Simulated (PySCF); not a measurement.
Species: C5H10Se.
SMILES: `CCC1C[Se]C1`

Torsions of this conformer, `[CH3:1][CH2:2][CH:3]1[CH2:4][Se:5][CH2:6]1`: C1–C2–C3–C4 180°.

The closed-shell ground state was solved at several levels (PySCF, density fitting, gas phase). Isolated species at its PBE0-D3(BJ)/def2-SVP geometry (one conformer only). Relativistic effects, spin–orbit coupling among them, are left out although an element past zinc is present.

```json
{"level": "PBE0/pcSseg-1", "basis functions": "176", "total energy (Eh)": "-2597.2796", "HOMO (eV)": "-5.99", "LUMO (eV)": "-0.22", "gap (eV)": "5.77", "dipole (D)": "2.03"}
{"level": "B3LYP/pcJ-1 (pcSseg-1 on Se)", "basis functions": "276", "total energy (Eh)": "-2597.8885", "HOMO (eV)": "-5.70", "LUMO (eV)": "-0.40", "gap (eV)": "5.30", "dipole (D)": "1.91"}
{"level": "B3LYP/def2-SVPD", "basis functions": "221", "total energy (Eh)": "-2597.7020", "HOMO (eV)": "-5.80", "LUMO (eV)": "-0.71", "gap (eV)": "5.09", "dipole (D)": "2.03"}
```

(1) What might HF/pcSseg-1 (176 basis functions) give for the same quantities?

(2) Over all these levels, which gives the widest orbital gap and which the narrowest?

(3) How far do the dipole and the HOMO energy spread over the levels?

Answers

(1) Total energy -2594.6621 Eh, HOMO -8.59 eV, LUMO 3.41 eV, gap 12.00 eV, dipole 2.27 D.

(2) HF/pcSseg-1 (Hartree–Fock, all exact exchange) has the widest, 12.00 eV, and B3LYP/def2-SVPD (global hybrid, 20 % exact exchange) the narrowest, 5.09 eV. Functional and basis both differ between the two, so the spread mixes both effects.

(3) The dipole runs from 1.91 to 2.27 D (mean 2.06 D) and the HOMO from -8.59 to -5.70 eV.
